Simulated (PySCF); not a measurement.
**`O=COC1=CC=CC(=O)C1=O`, C$_{7}$H$_{4}$O$_{4}$**

Geometry:
```csv
atom,x (Å),y (Å),z (Å)
O1,2.982,-1.195,0.345
C2,2.936,-0.006,0.261
O3,1.863,0.768,0.119
C4,0.571,0.308,0.035
C5,0.164,-0.978,0.049
C6,-1.229,-1.314,-0.056
C7,-2.195,-0.388,-0.184
C8,-1.887,1.038,-0.229
O9,-2.719,1.902,-0.381
C10,-0.400,1.431,-0.072
O11,-0.067,2.588,-0.033
H12,3.816,0.657,0.290
H13,0.877,-1.783,0.140
H14,-1.480,-2.365,-0.033
H15,-3.237,-0.655,-0.273
```

Level of theory: GIAO KT3/pcSseg-1 magnetisability, rotational g tensor and spin-rotation constants, non-relativistic, gas phase in PySCF 2.14.0. Geometry: GFN2-xTB.

The gap is small, so the large paramagnetic part is uncertain.

Problem. Give the nuclear spin-rotation constants along the inertial axes (H = +C I·J) beside the isotropic shieldings.

Solution. Rotational constants 2.3395, 0.8187, 0.6067 GHz. A star marks the isotopologue with that one atom substituted, in its own axes.
```tsv
atom	isotope	Caa (kHz)	Cbb (kHz)	Ccc (kHz)	mean (kHz)	σ (ppm)
H12	1H	-0.036	0.009	-0.049	-0.025	23.5
H13	1H	0.130	-0.029	-0.063	0.013	23.5
H14	1H	-0.253	0.099	-0.075	-0.076	25.0
H15	1H	0.076	-0.026	-0.076	-0.009	25.9
O1	17O*	-1.392	-0.437	-0.061	-0.630	-103.8
C2	13C*	1.123	0.232	0.163	0.506	33.8
O3	17O*	-0.626	-0.315	-0.068	-0.336	86.0
C4	13C*	1.072	0.254	0.136	0.487	44.7
C5	13C*	1.009	0.260	0.086	0.452	67.1
C6	13C*	0.768	0.410	0.081	0.419	50.7
C7	13C*	0.785	0.331	0.103	0.406	62.4
C8	13C*	1.108	0.339	0.140	0.529	16.4
O9	17O*	-2.718	-0.549	-0.016	-1.095	-358.7
C10	13C*	1.123	0.317	0.145	0.528	19.2
O11	17O*	-1.433	-1.006	0.009	-0.810	-345.8
```
For the geometry as given, no vibrational averaging.
